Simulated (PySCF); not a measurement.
# Electronic absorption of 3-fluorobenzoic acid

3-fluorobenzoic acid, C₇H₅FO₂.
SMILES with atom numbers: `[O:1]=[C:2]([OH:3])[c:4]1[cH:5][cH:6][cH:7][c:8]([F:9])[cH:10]1` (hydrogens: H11 on O3; H12 on C5; H13 on C6; H14 on C7; H15 on C10)

Cartesian coordinates in Å at the GFN2-xTB level; atoms count from 1:
```xyz
15
C7H5FO2 angstrom
O      2.685   -1.223   -0.381
C      2.079   -0.201   -0.180
O      2.697    0.980   -0.043
C      0.604   -0.109   -0.060
C     -0.145   -1.277   -0.185
C     -1.523   -1.233   -0.080
C     -2.166   -0.028    0.148
C     -1.405    1.123    0.268
F     -2.031    2.295    0.490
C     -0.028    1.109    0.169
H      3.656    0.863   -0.130
H      0.375   -2.206   -0.362
H     -2.102   -2.138   -0.177
H     -3.240    0.031    0.234
H      0.539    2.021    0.267
```

Method: PySCF 2.14.0, density-fitted response routines, TDDFT PBE0/def2-SVPD, vertical, gas phase, core orbitals frozen in the response.

Problem. List the vertical singlet excitations with oscillator strengths and describe the spectrum.

Solution. 

| state | E (eV) | E (hartree) | f | symmetry | main configurations (H = HOMO, L = LUMO) |
| --- | --- | --- | --- | --- | --- |
| S1 | 4.89 | 0.1799 | 0.045 | A′ | H→L (82%), H-1→L+1 (10%) |
| S2 | 4.91 | 0.1805 | 0.0001 | – | H-2→L (95%) |
| S3 | 5.61 | 0.2060 | 0.181 | A′ | H-1→L (74%), H→L+1 (16%), H→L (8%) |
| S4 | 6.61 | 0.2428 | 0.330 | A′ | H→L+1 (59%), H-1→L (17%), H-1→L+1 (12%) |
| S5 | 6.73 | 0.2475 | 0.0000 | – | H-2→L+1 (98%) |
| S6 | 6.86 | 0.2522 | 0.299 | A′ | H-1→L+1 (44%), H-3→L (31%), H→L+1 (13%) |

Triplets (Tamm–Dancoff): T1 3.75 eV, H→L (57%), H-1→L (28%), H→L+1 (9%); T2 4.09 eV, H-1→L (47%), H→L (39%).

The lowest singlet lies at 4.89 eV (253 nm, ultraviolet) and is of moderate strength; its leading configuration is HOMO→LUMO (82%). The strongest level in the table is S4 at 6.61 eV (188 nm, f = 0.330). Löwdin shares by element: HOMO carbon 54% or more, fluorine 11% (atoms not listed hold the other 35%); LUMO carbon 45% or more, oxygen 13% or more (atoms not listed hold the other 42%). Of the 6 states listed, 4 reach f = 0.01 and 2 stay under 0.0005. Weighted by f, the mean energy of these states is 6.39 eV. The oscillator strengths of these states sum to 0.855; summed over the whole spectrum of an exact calculation they would give the number of electrons, 72 (Thomas–Reiche–Kuhn). Symmetry labels in Cs follow from the direction of the transition dipole and are given only for states with f of 0.002 or more. Only the lowest 6 singlets were computed, as vertical energies without vibronic structure.

Time: 4.0 min wall, 1.9 min CPU; peak memory 0.98 GiB. Hardware: Intel Xeon at 2.50 GHz, one thread, shared host.

One conformer stands for the species.
